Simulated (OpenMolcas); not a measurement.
# Levels of Ge by method

```
Program             : OpenMolcas 26.06
Basis               : ANO-RCC-VDZP [5s4p2d]
Scalar Hamiltonian  : DKH2, point nucleus
Active space        : 4 electrons in 4 orbitals (4s 4p)
State averaging     : 2S+1 = 3 even, 6 roots (3 in the spin-orbit step); 2S+1 = 1 even, 6 roots kept (CI in the orbitals of an earlier block); 2S+1 = 5 odd, 1 root; 2S+1 = 3 odd, 5 roots kept (CI in the orbitals of an earlier block)
Spin-orbit coupling : RASSI with atomic mean-field integrals over the reference wave functions, term energies averaged over their components
```

Methods on the same reference wave functions:
A. CASSCF
B. SS-CASPT2, IPEA 0.25 Eh, imaginary shift 0.1 Eh (closed shells correlated: 3d)

Energies in cm-1 above 4s2 4p2 3P0, the measured ground level; measured values from NIST Handbook of Basic Atomic Spectroscopic Data.

```
       Level      A      B  Measured
 4s2 4p2 3P0    0.0    0.0       0.0
 4s2 4p2 3P1    493    493       557
 4s2 4p2 3P2   1278   1275      1410
 4s2 4p2 1D2   9906   9340      7125
 4s2 4p2 1S0  17611  17690     16367
4s 4p3 5S* 2  30393  33400     41927
```

Deviations, from unrounded energies. A percentage is the sum of absolute deviations over the sum of measured energies, with the sign that they share, or ± where signs differ.

| Against measurement | Levels | A | B |
| --- | --- | --- | --- |
| mean absolute deviation (cm-1) | 5 | 3200 | 2500 |
| fine structure of the ground term (%) | 2 | -9.9 | -10.1 |
| other terms of the ground configuration (%) | 2 | +17.1 | +15.1 |
| other configurations (%) | 1 | -27.5 | -20.3 |

B lies closest to measurement on these levels. The largest miss of B in the table is 4s 4p3 5S* 2, by -8500 cm-1. The ranking rests on the paired levels alone, and a cruder setting can come out closer through cancelling errors.

From A to B the spin-free energies of the other terms of 4s2 4p2 shown, above 3P, scale by factors of 0.94 to 1.00.

The lowest spin-free term lies below A's lowest term by 0.185 hartree in B.

Some high roots are left out of the spin-orbit mixing, which shifts the levels that they would mix with. Terms from blocks run as CI alone lack orbitals of their own. Terms of s pⁿ other than that of highest spin mix with s² pⁿ⁻² d, which this space lacks; all of them can be thousands of cm-1 off, and some have no real level of that name. Without dynamic correlation excited terms often stand tens of per cent too high (terms of higher spin than the ground term too low), and those without a measured partner can miss by more than the paired ones (holds for A). Some terms miss by over 15 % even with CASPT2, which points to a basis or an active space too small for the shells correlated (holds for B). Computed and measured levels are paired by configuration, term and J; levels that our copy of the source lacks, or whose pairing is in doubt (as where it misses far off the trend of its configuration), stay unpaired and out of the deviations. Levels of configurations outside the active space are missing. The table leaves out levels that lie high or whose names do not pair safely across all columns.

* marks odd parity.
